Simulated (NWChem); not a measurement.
System: C4H6O; SMILES C#CCOC

Excerpt of the output:

```
             Northwest Computational Chemistry Package (NWChem) 7.3.0
             --------------------------------------------------------

                             Geometry "geometry" -> ""
                             -------------------------

 Output coordinates in angstroms (scale by  1.889725989 to convert to a.u.)

  No.       Tag          Charge          X              Y              Z
 ---- ---------------- ---------- -------------- -------------- --------------
    1 C                    6.0000     0.28189400     2.57303500     0.00000000
    2 C                    6.0000    -0.08890000     1.42156500     0.00000000
    3 C                    6.0000    -0.56873500     0.04383400     0.00000000
    4 O                    8.0000     0.49873100    -0.85608300     0.00000000
    5 C                    6.0000     0.08010200    -2.18540900     0.00000000
    6 H                    1.0000     0.61840500     3.59350900     0.00000000
    7 H                    1.0000    -1.21912200    -0.10914600     0.88830900
    8 H                    1.0000    -1.21912200    -0.10914600    -0.88830900
    9 H                    1.0000     0.97781500    -2.81854900     0.00000000
   10 H                    1.0000    -0.52468100    -2.43263800     0.89581100
   11 H                    1.0000    -0.52468100    -2.43263800    -0.89581100

 Effective nuclear repulsion energy (a.u.)     157.0443185848

  xc_inp: hfexch multiplicative factor not found.
                              NWChem Property Module
                              ----------------------

  itol2e modified to match energy
  convergence criterion.

                                 NWChem DFT Module
                                 -----------------

 Summary of "ao basis" -> "ao basis" (spherical)
 ------------------------------------------------------------------------------
       Tag                 Description            Shells   Functions and Types
 ---------------- ------------------------------  ------  ---------------------
 C                          def2-svp                 6       14   3s2p1d
 O                          def2-svp                 6       14   3s2p1d
 H                          def2-svp                 3        5   2s1p

  itol2e modified to match energy
  convergence criterion.

            General Information
            -------------------
          SCF calculation type: DFT
          Wavefunction type:  closed shell.
          No. of atoms     :    11
          No. of electrons :    38
           Alpha electrons :    19
            Beta electrons :    19
          Charge           :     0
          Spin multiplicity:     1
          Use of symmetry is: off; symmetry adaption is: off
          Maximum number of iterations: 150
          AO basis - number of functions:   100
                     number of shells:    48
          Convergence on energy requested:  1.00D-07
          Convergence on density requested:  1.00D-05
          Convergence on gradient requested:  5.00D-04

              XC Information
              --------------
                     Hartree-Fock (Exact) Exchange  1.000

      Superposition of Atomic Density Guess
      -------------------------------------

 Sum of atomic energies:        -228.18607004

      Non-variational initial energy
      ------------------------------

 Total energy =    -230.991643
 1-e energy   =    -618.534697
 2-e energy   =     230.498736
 HOMO         =      -0.314378
 LUMO         =       0.031017

   convergence    iter        energy       DeltaE   RMS-Dens  Diis-err
 ---------------- ----- ----------------- --------- --------- ---------
 d= 0,ls=0.0,diis     1   -229.4897087415 -3.87D+02  7.61D-03  4.70D-01
 d= 0,ls=0.0,diis     2   -229.5516556638 -6.19D-02  2.28D-03  7.74D-02
 d= 0,ls=0.0,diis     3   -229.5600415936 -8.39D-03  1.10D-03  8.68D-03
 d= 0,ls=0.0,diis     4   -229.5611520558 -1.11D-03  2.06D-04  5.41D-04
 d= 0,ls=0.0,diis     5   -229.5612198543 -6.78D-05  6.48D-05  2.77D-05
  Resetting Diis
 d= 0,ls=0.0,diis     6   -229.5612242766 -4.42D-06  1.96D-05  4.17D-06
 d= 0,ls=0.0,diis     7   -229.5612249381 -6.62D-07  6.27D-06  2.35D-07
 d= 0,ls=0.0,diis     8   -229.5612250201 -8.20D-08  2.82D-06  8.62D-08

         Total DFT energy =     -229.561225020084
      One electron energy =     -622.156742602345
           Coulomb energy =      266.554937748774
    Exchange-Corr. energy =      -31.003738751356
 Nuclear repulsion energy =      157.044318584843

 Numeric. integr. density =        0.000000000000

                       DFT Final Molecular Orbital Analysis
                       ------------------------------------

 Vector   17  Occ=2.000000D+00  E=-4.410342D-01
              MO Center=  8.2D-02, -9.0D-01,  1.1D-14, r^2= 2.6D+00
   Bfn.  Coefficient  Atom+Function         Bfn.  Coefficient  Atom+Function
  ----- ------------  ---------------      ----- ------------  ---------------
    48      0.510912   4 O  pz               51      0.421751   4 O  pz
    91     -0.200860  10 H  s                96      0.200860  11 H  s
    62     -0.189577   5 C  pz               20     -0.137416   2 C  pz
    76     -0.127662   7 H  s                81      0.127662   8 H  s
    92     -0.125112  10 H  s                97      0.125112  11 H  s

 Vector   18  Occ=2.000000D+00  E=-3.980776D-01
              MO Center=  8.5D-02,  1.9D+00,  4.9D-15, r^2= 1.6D+00
   Bfn.  Coefficient  Atom+Function         Bfn.  Coefficient  Atom+Function
  ----- ------------  ---------------      ----- ------------  ---------------
    18      0.387959   2 C  px                4      0.380133   1 C  px
    21      0.257739   2 C  px                7      0.241491   1 C  px
     5     -0.125847   1 C  py               19     -0.121462   2 C  py
    22     -0.092398   2 C  py                8     -0.090954   1 C  py
    47     -0.072755   4 O  py               46      0.063131   4 O  px

 Vector   19  Occ=2.000000D+00  E=-3.858549D-01
              MO Center= -1.2D-02,  1.7D+00, -5.5D-15, r^2= 2.3D+00
   Bfn.  Coefficient  Atom+Function         Bfn.  Coefficient  Atom+Function
  ----- ------------  ---------------      ----- ------------  ---------------
     6      0.395069   1 C  pz               20      0.359313   2 C  pz
     9      0.263900   1 C  pz               23      0.250290   2 C  pz
    76     -0.151667   7 H  s                81      0.151667   8 H  s
    34     -0.140521   3 C  pz               48      0.133299   4 O  pz
    51      0.119603   4 O  pz               77     -0.092526   7 H  s

[...]

          -----------------------
          Electric field gradient
          -----------------------

 1 a.u. = 0.324123 10**(16) esu/cm**3  ( or statvolts/cm**2 ) = 0.97174 10**(22) v/m**2

 ------------------------------------------------------------
   Atom      X         Y         Z
 ------------------------------------------------------------
    1 C    0.53270   4.86233   0.00000
 ------------------------------------------------------------

 Electric field gradient in molecular frame (a.u.)
         XX             YY             ZZ             XY             XZ             YZ
 ------------------------------------------------------------------------------------------
       -0.126958       0.179636      -0.052679       0.108715      -0.000000       0.000000

 Principal components (a.u.) and orientation
 of principal axis w.r.t. absolute frame                      Asymmetry parameter eta
 --------------------------------------------------------------------------------------
        0.214273      -0.161594      -0.052679                       0.508304

        0.303563       0.952811       0.000000
        0.952811      -0.303563       0.000000
        0.000000       0.000000       1.000000

 ------------------------------------------------------------
   Atom      X         Y         Z
 ------------------------------------------------------------
    2 C   -0.16800   2.68637   0.00000
 ------------------------------------------------------------

 Electric field gradient in molecular frame (a.u.)
         XX             YY             ZZ             XY             XZ             YZ
 ------------------------------------------------------------------------------------------
       -0.067466       0.237453      -0.169987       0.101989       0.000000      -0.000000

 Principal components (a.u.) and orientation
 of principal axis w.r.t. absolute frame                      Asymmetry parameter eta
 --------------------------------------------------------------------------------------
        0.268421      -0.169987      -0.098434                       0.266569

        0.290542       0.000000       0.956862
        0.956862       0.000000      -0.290542
        0.000000       1.000000       0.000000

 ------------------------------------------------------------
   Atom      X         Y         Z
 ------------------------------------------------------------
    3 C   -1.07475   0.08283   0.00000
 ------------------------------------------------------------

 Electric field gradient in molecular frame (a.u.)
         XX             YY             ZZ             XY             XZ             YZ
 ------------------------------------------------------------------------------------------
       -0.088843      -0.105897       0.194740       0.167210      -0.000000       0.000000

 Principal components (a.u.) and orientation
 of principal axis w.r.t. absolute frame                      Asymmetry parameter eta
 --------------------------------------------------------------------------------------
       -0.264797       0.194740       0.070057                       0.470865

       -0.688865       0.000000       0.724890
        0.724890       0.000000       0.688865
        0.000000       1.000000       0.000000

 ------------------------------------------------------------
   Atom      X         Y         Z
 ------------------------------------------------------------
    4 O    0.94246  -1.61776   0.00000
 ------------------------------------------------------------

 Electric field gradient in molecular frame (a.u.)
         XX             YY             ZZ             XY             XZ             YZ
 ------------------------------------------------------------------------------------------
       -0.185469      -1.812461       1.997930       0.586131       0.000000       0.000000

 Principal components (a.u.) and orientation
 of principal axis w.r.t. absolute frame                      Asymmetry parameter eta
 --------------------------------------------------------------------------------------
       -2.001624       1.997930       0.003694                       0.996309

       -0.307133       0.000000       0.951667
        0.951667       0.000000       0.307133
        0.000000       1.000000       0.000000

 ------------------------------------------------------------
   Atom      X         Y         Z
 ------------------------------------------------------------
    5 C    0.15137  -4.12982   0.00000
 ------------------------------------------------------------

 Electric field gradient in molecular frame (a.u.)
         XX             YY             ZZ             XY             XZ             YZ
 ------------------------------------------------------------------------------------------
        0.132499      -0.265829       0.133330      -0.142720       0.000000       0.000000

 Principal components (a.u.) and orientation
 of principal axis w.r.t. absolute frame                      Asymmetry parameter eta
 --------------------------------------------------------------------------------------
       -0.311687       0.178356       0.133330                       0.144458

        0.305905       0.952062       0.000000
        0.952062      -0.305905       0.000000
        0.000000       0.000000       1.000000

 ------------------------------------------------------------
   Atom      X         Y         Z
 ------------------------------------------------------------
    6 H    1.16862   6.79075   0.00000
 ------------------------------------------------------------

 Electric field gradient in molecular frame (a.u.)
         XX             YY             ZZ             XY             XZ             YZ
 ------------------------------------------------------------------------------------------
        0.124120      -0.304771       0.180651      -0.158115       0.000000       0.000000

 Principal components (a.u.) and orientation
 of principal axis w.r.t. absolute frame                      Asymmetry parameter eta
 --------------------------------------------------------------------------------------
       -0.356760       0.180651       0.176109                       0.012733

        0.312353       0.000000       0.949966
        0.949966       0.000000      -0.312353
        0.000000       1.000000       0.000000

 ------------------------------------------------------------
   Atom      X         Y         Z
 ------------------------------------------------------------
    7 H   -2.30381  -0.20626   1.67866
 ------------------------------------------------------------

 Electric field gradient in molecular frame (a.u.)
         XX             YY             ZZ             XY             XZ             YZ
 ------------------------------------------------------------------------------------------
       -0.000667       0.121970      -0.121303      -0.028188       0.197768       0.050789

 Principal components (a.u.) and orientation
 of principal axis w.r.t. absolute frame                      Asymmetry parameter eta
 --------------------------------------------------------------------------------------
       -0.276082       0.148812       0.127270                       0.078025

       -0.586889       0.714357      -0.381123
       -0.143239       0.371685       0.917242
        0.796896       0.592911      -0.115814

 ------------------------------------------------------------
   Atom      X         Y         Z
 ------------------------------------------------------------
    8 H   -2.30381  -0.20626  -1.67866
 ------------------------------------------------------------

 Electric field gradient in molecular frame (a.u.)
         XX             YY             ZZ             XY             XZ             YZ
 ------------------------------------------------------------------------------------------
       -0.000667       0.121970      -0.121303      -0.028188      -0.197768      -0.050789

 Principal components (a.u.) and orientation
 of principal axis w.r.t. absolute frame                      Asymmetry parameter eta
 --------------------------------------------------------------------------------------
       -0.276082       0.148812       0.127270                       0.078025

        0.586889       0.714357      -0.381123
        0.143239       0.371685       0.917242
        0.796896      -0.592911       0.115814

 ------------------------------------------------------------
   Atom      X         Y         Z
 ------------------------------------------------------------
    9 H    1.84780  -5.32629   0.00000
 ------------------------------------------------------------

 Electric field gradient in molecular frame (a.u.)
         XX             YY             ZZ             XY             XZ             YZ
 ------------------------------------------------------------------------------------------
       -0.150434      -0.010313       0.160748       0.210881      -0.000000       0.000000

 Principal components (a.u.) and orientation
 of principal axis w.r.t. absolute frame                      Asymmetry parameter eta
 --------------------------------------------------------------------------------------
       -0.302588       0.160748       0.141841                       0.062484

        0.810951       0.000000       0.585114
       -0.585114       0.000000       0.810951
        0.000000       1.000000       0.000000

[...]
```

Level: Hartree-Fock/def2-SVP. Geometry: optimised at PBE0/def2-SVP. NWChem prints the field gradient with the sign opposite to the second derivative of the potential.

### Question
Write an input that gives this output.

### Answer
One answer among several that fit: the input that was run:
```
start job
memory heap 200 mb stack 900 mb global 1100 mb
geometry units angstroms noautosym nocenter noautoz
  C      0.281894     2.573035     0.000000
  C     -0.088900     1.421565     0.000000
  C     -0.568735     0.043834     0.000000
  O      0.498731    -0.856083     0.000000
  C      0.080102    -2.185409     0.000000
  H      0.618405     3.593509     0.000000
  H     -1.219122    -0.109146     0.888309
  H     -1.219122    -0.109146    -0.888309
  H      0.977815    -2.818549     0.000000
  H     -0.524681    -2.432638     0.895811
  H     -0.524681    -2.432638    -0.895811
end
basis spherical
  C library def2-svp
  O library def2-svp
  H library def2-svp
end
dft
  xc hfexch
  iterations 150
end
property
  efieldgrad
end
task dft property
```
